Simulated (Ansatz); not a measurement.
Basis-set extrapolation for `F[CH]([SiH3])[AlH][SiH3]` (PBE0-D4/def2-TZVP geometry, frozen core, the Gaussian-basis code of Ansatz). Multiplicity 1, RHF reference.

|  | def2-TZVPP | def2-QZVPP |
| --- | --- | --- |
| HF | -961.796123 | -961.827315 |
| MP2 correlation | -0.751505 | -0.811368 |
| CCSD(T) correlation | -0.848449 | not run |

Energies in hartree. Use E(X) = E(∞) + A·exp(−7.88·√X) for Hartree–Fock and E(X) = E(∞) + B·X^(−2.97) for correlation, with X = 3 and 4, and add CCSD(T) minus MP2 of the smaller set to the MP2 limit.

What is the CCSD(T) energy at the basis-set limit?

HF limit: -961.827315 + (-0.031192) × 0.13774 = -961.83161. MP2 limit: -0.811368 + (-0.059863) × 0.74074 = -0.85571. Higher-order term: -0.848449 − (-0.751505) = -0.09694. Total: -962.78426 hartree, 366.8 kJ/mol below CCSD(T)/def2-TZVPP.
